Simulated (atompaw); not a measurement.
Building the PAW (atompaw) potential for nickel (Ni) (LDA (PW92), scalar-relativistic).

```
Element                 : nickel (Ni)
Generator               : atompaw 4.2.0.5
Type                    : PAW
Functional              : LDA (PW92)
Relativity              : scalar-relativistic
Frozen core             : [Ar]
Valence charge          : 10
Reference configuration : 3d8 4s2 4p0
Partial waves           : 4s (bound): rc 3.96 bohr; 4s channel at 0.05 Ry: rc 3.96 bohr; 4p (bound, empty): rc 3.96 bohr; 4p channel at 3.55 Ry: rc 3.96 bohr; 3d (bound): rc 2.24 bohr; 3d channel at 0.05 Ry: rc 2.24 bohr
Local potential         : troulliermartins scheme with l = 3 at -0.5 Ry, radius 2.90 bohr
Core correction         : smooth core density matched at 2.10 bohr
Augmentation charge     : sinc compensation charge, radius 3.30 bohr; PAW radius 3.96 bohr; waves and projectors: custom rrkj gramschmidtortho
```

**Question.** Estimate the cutoffs (Ry, on a coarse ladder) from which the occupation-weighted sum of valence levels, in a spherical-Bessel basis at the reference potential, stays within 10 and 1 mRy of its value at 400 Ry.

**Answer.** 18 Ry and 35 Ry.

**Question.** Does the potential have ghost states?

**Answer.** No extra level below or beside the all-electron valence levels (s, p, d, f tested).

**Question.** Is the overlap operator S = 1 + Σ q|β⟩⟨β| positive definite (Bessel basis up to 400 Ry)?

**Answer.** Yes: its lowest eigenvalue is 0.10 (d channel).

**Question.** Which valence shell sets the plane-wave cutoff?

**Answer.** 3d: its level needs 18 Ry to come within 1 mRy, against 6 Ry for 4s.
